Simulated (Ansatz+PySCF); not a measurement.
A calculation with PySCF 2.14.0.

```python
from pyscf import gto, scf, cc

mol = gto.M(atom="""
H 0.000000 0.000000 0.000000
Be 0.740290 0.987060 2.137050
""", basis='6-31g', charge=1, spin=0)
mf = scf.UHF(mol)
mf.kernel()
mycc = cc.CCSD(mf, frozen=None).run()
et = mycc.ccsd_t()
print(mf.e_tot, mycc.e_corr, et, mycc.e_tot + et)
```

The script is written out from the run's settings.

The run gave:

- Converged: yes
- Reference energy: -14.72704 hartree
- CCSD correlation energy: -0.06895 hartree
- Triples correction: -0.00016 hartree
- Total energy: -14.79615 hartree
- Spin squared of the determinant: 0.000

This is not the lowest solution: another run reaches a determinant 1.50 eV lower. Caution: large amplitudes, a single reference is doubtful.
